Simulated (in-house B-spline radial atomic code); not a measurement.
Ionisation energies along the 58-electron series, configuration [Xe] 4f4, as differences of self-consistent energies. Dirac energy differences include first-order Breit, QED and recoil terms. NIST's values go from ground level to ground level; the uncertainty of those that are theory runs from under 0.1 % in few-electron ions to several per cent in heavy many-electron ones. Computed with an all-electron radial atomic-structure program (B-spline basis): Dirac-Hartree-Fock, average of the configuration, finite nuclei.

```csv
ion,configuration after,ionisation energy (eV),IE/(q+1)² (eV),Breit and QED recoil part (eV),tabulated value (eV),tabulated kind,computed minus tabulated (eV)
Nd2+,[Xe] 4f3,18.68,2.0757,0.11212,22.09,semi-empirical,-3.41
Pm3+,[Xe] 4f3,37.77,2.3604,0.13824,41.17,semi-empirical,-3.40
Sm4+,[Xe] 4f3,59.52,2.3809,0.15845,62.7,semi-empirical,-3.18
```

Where a p, d or f electron is removed, the computed value is a mean over both j, so it misses the tabulated one by a part of the spin-orbit splitting; averaging over terms and missing correlation add to the gap, relatively most at low charge.
